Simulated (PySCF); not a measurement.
Cl2Sn, charge -1, doublet, geometry from GFN2-xTB (such geometries of metal compounds can be far from the true shape) (a state made from the parent by changing its charge; the spin is typed, not shown lowest) (core potentials on Sn) (in this run its highest filled SCF level lies above zero, so its values depend strongly on the basis, on diffuse functions most of all). Base run: DF-PBE/def2-SV(P) (PySCF).

The PySCF input:
```python
from pyscf import gto, scf, dft

mol = gto.Mole()
mol.atom = '''
    Sn    0.01076359   -0.01024665    0.63912643
    Cl    1.23230621    1.55893049   -0.93616015
    Cl   -1.26396382   -1.52879329   -0.94362347
'''
mol.basis = 'def2-sv(p)'
mol.ecp = {'Sn': 'def2-sv(p)'}
mol.charge = -1
mol.spin = 1
mol.verbose = 4
mol.build()

mf = dft.UKS(mol)
mf.xc = 'pbe'
mf = mf.density_fit(auxbasis='def2-universal-jkfit')
mf.kernel()
mf.analyze()
```

Variants of this job, named by their change:

```
change              basis functions       E (Eh)  HOMO (eV)  core-seconds (rough)
------------------  ---------------  -----------  ---------  --------------------
base                             62  -1134.18243       1.50                    10
basis = LANL2DZ                  24    -33.42354       1.15                     3
basis = def2-SVP                 62  -1134.18243       1.50                     8
basis = def2-SVPD                86  -1134.22060       0.92                    10
basis = def2-TZVP               124  -1134.52366       1.04                    20
basis = def2-TZVPP              134  -1134.52371       1.04                    20
basis = def2-TZVPD              148  -1134.53014       0.85                    30
basis = def2-QZVP               222  -1134.55822       0.89                    40
basis = def2-QZVPP              222  -1134.55822       0.89                    40
```

Totals compare only among sets that treat the same electrons; sets with core potentials leave the core out.

Open shells are given as the SCF converged; they aren't shown to be the lowest states, and a large step between rows can be another state.
